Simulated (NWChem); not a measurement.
Molecule: C$_{5}$H$_{6}$; SMILES C#CC1CC1

Results from NWChem. The level has its own optimisation; frequencies are unscaled. Brackets give each atom's bonded neighbours.

Question: Predict the results for BLYP/def2-SVP. Quantities: r C–C [C(CC)–C(CH)] (Å); r C–H [C(CH)–H(C)] (Å); r C–C [C(CC)–C(CCCH)] (Å); r C–C [C(CCCH)–C(CCHH)] (Å); highest harmonic frequency (cm⁻¹); lowest (cm⁻¹); zero-point energy (kcal/mol); dipole (D).

Answer: 
```json
{
  "r C–C [C(CC)–C(CH)] (Å)": "1.224",
  "r C–H [C(CH)–H(C)] (Å)": "1.079",
  "r C–C [C(CC)–C(CCCH)] (Å)": "1.446",
  "r C–C [C(CCCH)–C(CCHH)] (Å)": "1.537",
  "highest harmonic frequency (cm⁻¹)": "3398",
  "lowest (cm⁻¹)": "198",
  "zero-point energy (kcal/mol)": "54.9",
  "dipole (D)": "0.92"
}
```
